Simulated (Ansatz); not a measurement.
Species: C3H9BN (charge 0, doublet). It need not be the lowest isomer of its formula. 
Structure (B3LYP-D3(BJ)/def2-TZVP (Ansatz, a quantum-chemistry and plane-wave program) minimum search):
SMILES: [N](B(C)C)C
```xyz
14

C      2.1765    -0.3520     0.1066
N      0.7848    -0.4099    -0.0011
B     -0.4968     0.0175    -0.0331
C     -1.7116    -0.9846    -0.2601
C     -0.7916     1.5809     0.1643
H      2.5563    -0.9297     0.9563
H      2.6825    -0.6833    -0.8067
H      2.4751     0.6959     0.2744
H     -2.2803    -0.6881    -1.1465
H     -1.4035    -2.0229    -0.3832
H     -2.4043    -0.9301     0.5850
H     -1.3259     1.9643    -0.7098
H     -1.4502     1.7217     1.0262
H      0.1013     2.1887     0.3131
```
Charge 0, spin multiplicity 2.

Quantity: atomisation energy (electronic, to ground-state atoms), in eV. Correlated levels leave the core frozen unless marked. UHF or UKS for open shells. Spin-orbit coupling is left out. Non-relativistic. The coupled-cluster limit lacks core correlation, which all-electron functionals hold. CBS marks a two-point X^-3 extrapolation of the correlation energy; Hartree-Fock from the larger set. [CCSD(T)-MP2]/basis is that difference in the basis named.

| level | program | atomisation energy (eV) | minus last row |
|---|---|---|---|
| HF/6-31G | Ansatz | 40.21 | -15.17 |
| CAM-B3LYP-D3(BJ)/def2-TZVPD | Ansatz + dftd3 | 56.15 | 0.77 |
| MP2/cc-pVTZ | Ansatz | 54.50 | -0.88 |
| RI-MP2/cc-pVTZ | Ansatz | 54.50 | -0.88 |
| CCSD(T) with core electrons/cc-pwCVTZ | Ansatz | 54.45 | -0.93 |
| RI-MP2/CBS(cc-pVTZ,cc-pVQZ)+[CCSD(T)-MP2]/cc-pVQZ | Ansatz | 55.40 | 0.02 |
| CCSD(T)/CBS(cc-pVTZ,cc-pVQZ) | Ansatz | 55.38 | 0.00 |
